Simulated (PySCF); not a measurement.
Can point charges reproduce the dipole moment of `O1[SiH2][Si](C)([SiH2]1)C(=C)F`?

Coordinates (GFN2-xTB, Å) and charges (e) from the PBE0/pcSseg-1 density (PySCF):

| atom | x | y | z | Mulliken | IAO | Hirshfeld | ESP-fitted |
| --- | --- | --- | --- | --- | --- | --- | --- |
| C1 | 2.505 | -0.977 | 0.951 | -0.1809 | -0.3575 | -0.1239 | -0.4821 |
| C2 | 1.444 | -1.026 | 0.164 | -0.0360 | +0.0455 | -0.0135 | +0.0721 |
| F3 | 1.364 | -2.046 | -0.739 | -0.2956 | -0.2835 | -0.0966 | -0.1684 |
| Si4 | -0.056 | 0.146 | 0.080 | +0.1131 | +0.4303 | +0.2110 | +0.2740 |
| C5 | 0.250 | 1.488 | 1.408 | -0.6110 | -0.6912 | -0.2074 | -0.7629 |
| Si6 | -0.816 | 0.695 | -2.090 | +0.7027 | +0.7213 | +0.3122 | +0.4099 |
| O7 | -2.165 | -0.181 | -1.673 | -0.7327 | -0.9110 | -0.3310 | -0.4520 |
| Si8 | -2.164 | -0.894 | -0.172 | +0.7028 | +0.7215 | +0.3122 | +0.4012 |
| H9 | 2.601 | -0.188 | 1.672 | +0.1314 | +0.1617 | +0.0520 | +0.2034 |
| H10 | 3.296 | -1.707 | 0.902 | +0.1349 | +0.1698 | +0.0549 | +0.2232 |
| H11 | 1.167 | 2.035 | 1.212 | +0.1506 | +0.1601 | +0.0449 | +0.2053 |
| H12 | 0.333 | 1.050 | 2.399 | +0.1506 | +0.1601 | +0.0449 | +0.2063 |
| H13 | -0.563 | 2.205 | 1.432 | +0.1529 | +0.1631 | +0.0456 | +0.2045 |
| H14 | -1.292 | 2.045 | -2.394 | -0.1016 | -0.1264 | -0.0792 | -0.0874 |
| H15 | -0.268 | 0.067 | -3.289 | -0.0897 | -0.1187 | -0.0735 | -0.0823 |
| H16 | -2.301 | -2.330 | -0.394 | -0.0897 | -0.1188 | -0.0735 | -0.0796 |
| H17 | -3.341 | -0.371 | 0.521 | -0.1017 | -0.1265 | -0.0793 | -0.0850 |

**Question.** What dipole does each set of charges give (1 e·Å = 4.803 D), and what does the density give?

**Answer.** The full density gives (1.40, 1.65, 2.35) D, 3.19 D in size; dipole vectors point from the negative to the positive end.

```csv
scheme,μx,μy,μz,size (D),share of the full size (%),angle to the full dipole (°)
Mulliken,0.25,2.39,2.16,3.23,101,25
IAO,2.06,2.54,3.55,4.83,151,1
Hirshfeld,0.84,1.07,1.47,2.00,63,1
ESP-fitted,1.42,1.70,2.40,3.27,102,0
```

**Question.** Which set comes closest?

**Answer.** Length of the difference vector: ESP-fitted 0.08 D, Hirshfeld 1.19 D, Mulliken 1.38 D, IAO 1.63 D. Closest: ESP-fitted. ESP charges are fitted to the potential around the molecule, whose slowest-falling term is the dipole's. The schemes that divide the density aren't constrained to reproduce the dipole.

**Question.** What is left for the Hirshfeld atoms' own dipoles?

**Answer.** The Hirshfeld atoms' densities add up to the full density, so μ = Σ q r + Σ (atomic dipoles). The atomic dipoles sum to (1.40, 1.65, 2.35) − (0.84, 1.07, 1.47) = (0.56, 0.58, 0.88) D, 1.19 D in size.

**Question.** With the origin at the mean of the coordinates, (0.000, 0.001, -0.001) Å, which are the largest single terms, by size, of the ESP-fitted dipole along the direction of the full one?

**Answer.** C5 -7.02, O7 +4.93, Si6 -3.02, C1 -2.99, Si8 -2.96 D; all 17 atoms together +3.27 D. The single terms depend on the origin, their sum doesn't.

**Question.** Give the size of the full dipole in other units.

**Answer.** 3.19 D = 1.256 au = 0.665 e·Å = 10.65 × 10⁻³⁰ C·m.

One conformer (not necessarily the lowest) at the GFN2-xTB geometry, without solvent, vibrations or thermal averaging.

The values belong to the conformer `[CH2:1]=[C:2]([F:3])[Si:4]1([CH3:5])[SiH2:6][O:7][SiH2:8]1`: C1–C2–Si4–C5 0°.
